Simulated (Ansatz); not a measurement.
The same ligand exchange along the group C, Si, Ge, Sn.

Gas-phase electronic energies from Ansatz, PBE0-D4/def2-TZVP geometries. CCSD(T)/CBS adds triple-zeta CCSD(T) − MP2 to the extrapolated MP2 energy (def2 sets, frozen cores). This one scheme is used for every species. Functionals use def2-TZVPP. def2 core potentials past Kr. For Ge, Se, Sn outer-core shells are correlated without core-valence functions, which leaves a few kJ/mol of doubt a bond. Scalar relativity is left out up to krypton. One conformer a species, not always the lowest.

| reaction | CCSD(T)/CBS(def2) (eV) |
| --- | --- |
| `OC[SeH]` + PH₃ → `P[SeH]` + CH₃OH | -0.54 |
| `O[SiH2][SeH]` + PH₃ → `P[SeH]` + `O[SiH3]` | 0.58 |
| `[OH][GeH2][SeH]` + PH₃ → `P[SeH]` + `[OH][GeH3]` | ? |
| `[OH][SnH2][SeH]` + PH₃ → `P[SeH]` + `[OH][SnH3]` | 0.80 |

**Question.** Fill in the missing values. (Best estimate.)

**Answer.** Computed: `[OH][GeH2][SeH]` + PH₃ → `P[SeH]` + `[OH][GeH3]`: +0.56 eV.

Largest T1 diagnostic: 0.014, for `[OH][SnH3]`.
